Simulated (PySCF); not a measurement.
Species: C5H6FO (charge +1).
SMILES: `COc1[cH+]c1CF`

Method used: TDDFT PBE0/def2-SVPD, vertical, gas phase, core orbitals frozen in the response in PySCF. Geometry: GFN2-xTB, one conformer, isolated ion. Torsions of this conformer, `[CH3:1][O:2][c:3]1[cH+:4][c:5]1[CH2:6][F:7]`: C1–O2–C3–C4 180°, C4–C5–C6–F7 180°.

Computed states:

| state | E (eV) | f |
| --- | --- | --- |
| S1 | 6.45 | 0.0002 |
| S2 | 6.80 | 0.113 |
| S3 | 7.17 | 0.0001 |
| S4 | 7.42 | 0.0009 |
| S5 | 7.42 | 0.023 |
| S6 | 7.82 | 0.234 |

Each state is given a Gaussian of 0.3 eV full width at half maximum, with ε(max) = 2.175×10⁸ f / Δν̃ (Δν̃ the width in cm⁻¹). The width is an assumption, not a result. The curve ends short of the highest state used, and states not computed would add to its high-energy end.

Question: Give the broadened spectrum and its maxima.

Answer: 
(E (eV), ε (L mol⁻¹ cm⁻¹)): (6.00, 0), (6.02, 0), (6.04, 0), (6.07, 0), (6.09, 0), (6.11, 1), (6.13, 1), (6.16, 2), (6.18, 2), (6.20, 3), (6.22, 4), (6.24, 6), (6.27, 9), (6.29, 13), (6.31, 18), (6.33, 25), (6.36, 43), (6.38, 65), (6.40, 97), (6.42, 146), (6.44, 219), (6.47, 394), (6.49, 573), (6.51, 818), (6.53, 1142), (6.56, 1809), (6.58, 2387), (6.60, 3077), (6.62, 3872), (6.64, 4756), (6.67, 6184), (6.69, 7144), (6.71, 8054), (6.73, 8859), (6.75, 9508), (6.78, 10094), (6.80, 10186), (6.82, 10029), (6.84, 9635), (6.87, 8662), (6.89, 7824), (6.91, 6896), (6.93, 5930), (6.95, 4976), (6.98, 3656), (7.00, 2890), (7.02, 2234), (7.04, 1692), (7.07, 1088), (7.09, 811), (7.11, 621), (7.13, 506), (7.15, 457), (7.18, 485), (7.20, 562), (7.22, 677)

Maxima: 182 nm (6.80 eV), ε about 10000, made up of S2 (100%) (ε in L mol⁻¹ cm⁻¹; maxima over ε = 5, shares over 10%). At its high-energy end, 7.22 eV, the curve is still rising (ε about 680, from S5).

Question: Coming from long wavelengths, where does ε first pass 100 L mol⁻¹ cm⁻¹?

Answer: At about 194 nm (6.40 eV), 0.05 eV below S1.

Question: On this curve, what absorbance would a 10⁻⁴ mol/L sample give at 193 nm over a 1 cm path?

Answer: 193 nm is 6.424 eV, where ε is about 160 L mol⁻¹ cm⁻¹, so A = ε c l ≈ 0.016 (Beer–Lambert, with the gas-phase spectrum and the assumed width).

Question: What would ε be at 6.80 eV, the highest of these maxima, with half the width (0.15 eV)?

Answer: About 20400 L mol⁻¹ cm⁻¹ against 10200, a factor of about 2.00; a lone state at its own centre would give exactly 2.

Hardware: an Arm Neoverse N1 with one thread, shared host with 64 logical CPUs at a one-minute load of 40. Cost: 37 s, 0.78 GiB resident at most.
